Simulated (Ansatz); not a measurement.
Gas-phase reaction (SMILES): FCC(F)(F)F [1,1,1,2-tetrafluoroethane] → F[CH]C(F)(F)F + H atom; the C-H bond at the site shown breaks (other sites are not compared here).

Geometries: B3LYP-D3(BJ)/def2-TZVP minima from Ansatz (a program for electronic structure), one conformer each, not searched for the lowest. Correlated levels leave the core frozen unless marked. UHF or UKS for open shells. Spin-orbit coupling is left out. No relativistic terms. CBS marks a two-point X^-3 extrapolation of the correlation energy; Hartree-Fock from the larger set. The bracket is a focal-point correction in the basis named. Thermal terms are rigid-rotor harmonic-oscillator values from B3LYP-D3(BJ) frequencies (Ansatz) at 298.15 K and 1 atm. 1 Eh = 627.5095 kcal/mol. Atoms have translation alone.

```json
[
 {"species": "FCC(F)(F)F", "E, RI-MP2/CBS(cc-pVTZ,cc-pVQZ)+[CCSD(T)-MP2]/cc-pVTZ (Ansatz) (Eh)": "-476.45952", "E, r2SCAN-D4/def2-TZVPD (Ansatz + dftd4) (Eh)": "-476.80008", "H - E (Eh)": "0.05153"},
 {"species": "F[CH]C(F)(F)F", "E, RI-MP2/CBS(cc-pVTZ,cc-pVQZ)+[CCSD(T)-MP2]/cc-pVTZ (Ansatz) (Eh)": "-475.78317", "E, r2SCAN-D4/def2-TZVPD (Ansatz + dftd4) (Eh)": "-476.13600", "H - E (Eh)": "0.03751"},
 {"species": "H atom", "E, RI-MP2/CBS(cc-pVTZ,cc-pVQZ)+[CCSD(T)-MP2]/cc-pVTZ (Ansatz) (Eh)": "-0.49995", "E, r2SCAN-D4/def2-TZVPD (Ansatz + dftd4) (Eh)": "-0.49993", "H - E (Eh)": "0.00236"}
]
```

Problem. Work out ΔE and ΔH at 298.15 K at the first level, then ΔH at the second.

Solution. 
1. ΔE = [(-475.78317) + (-0.49995)] - [(-476.45952)] = 0.17640 Eh = 110.7 kcal/mol at RI-MP2/CBS(cc-pVTZ,cc-pVQZ)+[CCSD(T)-MP2]/cc-pVTZ.
2. The terms H - E add up to -0.01166 Eh, so ΔH = (0.17640 + (-0.01166))×627.5095 = 103.4 kcal/mol.
3. At r2SCAN-D4/def2-TZVPD the same steps give ΔE = 103.0 and ΔH = 95.7 kcal/mol, a shift of -7.7 from the first level.
4. These values are not checked against measurement here, since the tables used lack a sound gas-phase enthalpy of formation for at least one species.
